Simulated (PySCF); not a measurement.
**Two-dimensional NMR puzzle**

Compound of formula C5H9NSi. Correlations simulated from computed shifts and the bond graph:

HSQC (one-bond C–H):
| δH | δC |
| --- | --- |
| 7.97 | 155.4 |
| 7.54 | 169.3 |
| 6.50 | 145.3 |
| 5.07 | 64.1 |
| 2.08 | 27.7 |

COSY cross peaks (H two or three bonds apart, from the bond graph; peaks can be absent where the dihedral angle is near 90°):
| δH | δH |
| --- | --- |
| 7.97 | 2.08 |
| 7.54 | 6.50 |
| 7.54 | 5.07 |
| 6.50 | 5.25 |
| 6.50 | 4.38 |
| 5.25 | 5.07 |
| 5.25 | 4.38 |
| 5.07 | 4.38 |

HMBC (two and three bonds, from the bond graph):
| δH | δC |
| --- | --- |
| 7.97 | 64.1, 27.7 |
| 7.54 | 145.3, 64.1 |
| 6.50 | 169.3, 64.1 |
| 5.25 | 169.3, 145.3, 64.1 |
| 5.07 | 169.3, 155.4, 145.3 |
| 4.38 | 169.3, 145.3, 64.1 |
| 2.08 | 155.4 |

[PySCF 2.14: structure optimised with GFN2-xTB; PBE0/pcSseg-1 with gauge-including orbitals; one computed conformer; relativity neglected; averaged over atoms made equivalent by symmetry, fast rotation or ring inversion; isolated molecule]

Chemical shifts δ = σref − σ; TMS for ¹H (σ = 31.72 ppm) and ¹³C (σ = 186.93 ppm), all at this level.

Exchangeable hydrogens are left out of these lists.

Assemble the structure.

Results:

SMILES C/C=N/[C@@H]1C=C[SiH2]1.

Atom-mapped SMILES (the numbers label the heavy atoms): `[CH3:1]/[CH:2]=[N:3]/[C@@H:4]1[CH:5]=[CH:6][SiH2:7]1`. Each H is labelled by its parent atom. Ha(Si7) is cis to N3 on the ring; Hb(Si7) is trans to N3 on the ring.

1. δC 169.3 is C5, an alkene CH (δH 7.54).
2. δC 155.4 is C2, a C=N carbon (δH 7.97).
3. δC 145.3 is C6, an alkene CH (δH 6.50).
4. δC 64.1 is C4, an allylic sp3 CH bonded to N and Si (δH 5.07).
5. δC 27.7 is C1, a methyl carbon (δH 2.08).
6. COSY links 7.97–2.08, 7.54–6.50, 7.54–5.07, 6.50–5.25, 6.50–4.38, 5.25–5.07.

The data come from this structure; uniqueness wasn't tested.

Shifts are as computed. Against solution values, carbons near 30 ppm lie about +3 ppm off and those near 130 ppm about +5 ppm. Of 1211 compounds with measured shifts, 218 miss one by over three times the rms of a fit or turn the order of signals round; such compounds aren't used in these exercises.
